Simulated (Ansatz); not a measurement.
Job for Ansatz (a program for electronic structure): U-wB97X-V/cc-pVTZ on GaH3O (SMILES [OH][GaH2]), a point of a bond scan (R = 1.684 Å).

Ansatz 0.2 input:
```yaml
crystal:
  periodic: [false, false, false]
  atoms:
    - {symbol: Ga, position_ang: [-0.22521905, -0.28436532, 0.02581913]}
    - {symbol: H, position_ang: [0.06027017, -1.29718128, 1.17225298]}
    - {symbol: H, position_ang: [-1.35945454, -0.30870479, -1.05292543]}
    - {symbol: O, position_ang: [0.93817677, 1.08727522, -0.02402144]}
    - {symbol: H, position_ang: [0.65359849, 2.19980953, -1.25519500]}
basis:
  gaussian:
    orbitals: cc-pVTZ
hamiltonian:
  xc: {name: wB97X-V}
magnetization: {spin_polarized: true, initial_magnetization: 0}
```

It printed:

```
WARN ansatz: RAYON_NUM_THREADS=1 ignored (pool sized by the plan → 1); use --threads N
Functional definition: wB97X-V
integrals: 0.05 GiB planned
739 factors; their error is unknown
integrals: 0.08 GiB planned
171 factors; integrals over basis functions are off by at most 2.6e-5 eV
mean field: 0.65 GiB planned
mean field evaluation 1: about -54459.3431 eV, gradient 4.2e1 eV
mean field evaluation 2: about -54439.2584 eV, gradient 8.1e1 eV
mean field evaluation 4: about -54466.4769 eV, gradient 2.7e0 eV
mean field evaluation 8: about -54466.5037 eV, gradient 3.4e-2 eV
mean field evaluation 16: about -54466.6293 eV, gradient 1.6e-4 eV
mean field evaluation 32: about -54466.6435 eV, gradient 1.3e-5 eV
mean field -54466.64351795 eV, -2001.6122304675 hartree, gradient 1.3e-5 eV, S^2 0.141314; 3 other end points of the search recorded, 0 dependent functions left out
reference -54466.64351620 eV, -2001.6122304033 hartree; 21, 21 occupied and 94, 94 virtual orbitals, 739 factors
Total energy: -54466.64351620 eV, -2001.6122304033 hartree
```

The calculation finished and met its thresholds. Its determinant has ⟨S²⟩ = 0.14, a mixture of spin states.

Cost: about 23 core-seconds (a rough figure).
